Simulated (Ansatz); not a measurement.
TeAs5⁻. The state is a triplet with charge -1. Geometry r2SCAN-D4/def2-SVPD, that of the charge -1 singlet; atoms count from 1.

```xyz
6

As    1.395   -2.059    0.575
As   -1.939   -0.351   -0.134
As    1.961    0.149    0.176
As   -0.122    1.104   -0.252
As   -0.906   -2.354    0.393
Te   -0.389    3.510   -0.758
```

In the def2 sets Te takes a core potential; there is no spin–orbit coupling. Another isomer (singlet) lies 0.19 eV lower at PBE0-D4/def2-TZVPD; other spin states weren't run for this one.

(1) Estimate the Mulliken populations from the PBE0/def2-SVP orbitals of Ansatz.

(2) Where does the spin sit?

(3) And the Mayer bond orders between bonded heavy atoms (over 0.3)?

## Answers

(1) 
| atom | charge (e) | spin (α − β) |
| --- | --- | --- |
| As1 | -0.16 | 0.00 |
| As2 | -0.15 | 0.46 |
| As3 | -0.15 | 0.46 |
| As4 | -0.08 | 0.55 |
| As5 | -0.16 | 0.00 |
| Te6 | -0.30 | 0.55 |
Mulliken values and Mayer orders depend strongly on the basis.

(2) Summed by element: As 1.45, Te 0.55, of 2 unpaired in all. Largest on single atoms: As4 0.55, Te6 0.55, As2 0.46.

(3) As1–As3 1.42 (2.31 Å); As1–As5 1.30 (2.33 Å); As2–As4 0.86 (2.33 Å); As2–As5 1.42 (2.31 Å); As3–As4 0.86 (2.33 Å); As4–Te6 1.35 (2.47 Å).
